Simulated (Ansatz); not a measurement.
Energy difference 4 R1 + R2 → 4 P1 + P2, each structure at its B3LYP-D3(BJ)/def2-TZVP stationary point, reached from a drawn start (curvature not checked).
P1: H2 (SMILES [H][H]), charge 0, multiplicity 1.
R1: HF (SMILES F), charge 0, multiplicity 1.
R2: SiH4 (SMILES [SiH4]), charge 0, multiplicity 1.
P2: SiF4 (SMILES F[Si](F)(F)F), charge 0, multiplicity 1.

P less R. No zero-point or thermal terms.

Frozen-core correlation throughout.

The values were computed with Ansatz (a first-principles code) with Gaussian orbitals. Each number belongs to the level named beside it.

Total energies in hartree:

| structure | PBE/def2-TZVPP | B3LYP/def2-TZVPP | CCSD(T)/cc-pV(Q+d)Z |
|---|---|---|---|
| P1 | -1.166122 | -1.180004 | -1.173794 |
| R1 | -100.393473 | -100.492723 | -100.373106 |
| R2 | -291.721620 | -291.917183 | -291.452235 |
| P2 | -688.809129 | -689.357653 | -688.446394 |

Problem. Work out the reaction energy at each level in eV (1 hartree = 27.21139 eV), and say how far PBE/def2-TZVPP lies from CCSD(T)/cc-pV(Q+d)Z.

Solution. 
- PBE/def2-TZVPP: 4 × (-1.166122) + (-688.809129) − (-291.721620) − 4 × (-100.393473) = -0.178105 hartree = -4.846 eV
- B3LYP/def2-TZVPP: 4 × (-1.180004) + (-689.357653) − (-291.917183) − 4 × (-100.492723) = -0.189594 hartree = -5.159 eV
- CCSD(T)/cc-pV(Q+d)Z: 4 × (-1.173794) + (-688.446394) − (-291.452235) − 4 × (-100.373106) = -0.196911 hartree = -5.358 eV
PBE/def2-TZVPP less CCSD(T)/cc-pV(Q+d)Z: 0.512 eV. CCSD(T)/cc-pV(Q+d)Z is the level counted from, the highest shown, and no exact or measured value.
